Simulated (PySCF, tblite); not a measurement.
Isomers of C4H6N2OSi. Calculated harmonic vibrations of the isolated species, GFN2-xTB (tblite), most abundant isotopes, no scaling. Against measured fundamentals such values can be off by several per cent, at times by over 20. Modes of hydrogen on silicon can be 10 to 20 % off. One conformer each.

Electronic energies: PBE0/pcSseg-1 single points on the GFN2-xTB geometries (PySCF, gas phase).

| SMILES | electronic energy, lowest = 0 (kcal/mol) |
| --- | --- |
| [H]/N=C\[C@]([SiH3])(C#N)C=O | 46.3 |
| C=NC(=C)O[SiH2]C#N | 25.6 |
| O=Cc1nccn1[SiH3] | 0.0 |

**Question.** How do GFN2-xTB zero-point energies change the relative energies?

**Answer.** 
| SMILES | ZPE (kcal/mol) | of it from modes above 1550 cm⁻¹ | electronic (kcal/mol) | with ZPE, lowest = 0 (kcal/mol) | lowest mode (cm⁻¹) | rings |
| --- | --- | --- | --- | --- | --- | --- |
| O=Cc1nccn1[SiH3] | 58.6 | 25.4 | 0.0 | 0.0 | 131 | 1 |
| C=NC(=C)O[SiH2]C#N | 56.8 | 32.4 | 25.6 | 23.8 | 23 | 0 |
| [H]/N=C\[C@]([SiH3])(C#N)C=O | 55.6 | 31.4 | 46.3 | 43.3 | 100 | 0 |

The zero-point energies span 3.0 kcal/mol, from `[H]/N=C\[C@]([SiH3])(C#N)C=O` to `O=Cc1nccn1[SiH3]`. The order is unchanged.

**Question.** And how do the electronic energies of GFN2-xTB itself compare?

**Answer.** `O=Cc1nccn1[SiH3]` 0.0; `C=NC(=C)O[SiH2]C#N` 49.3; `[H]/N=C\[C@]([SiH3])(C#N)C=O` 76.5 kcal/mol, lowest = 0. Against the energies above, taken from the same isomer `O=Cc1nccn1[SiH3]`, the largest difference is 30.2 kcal/mol.
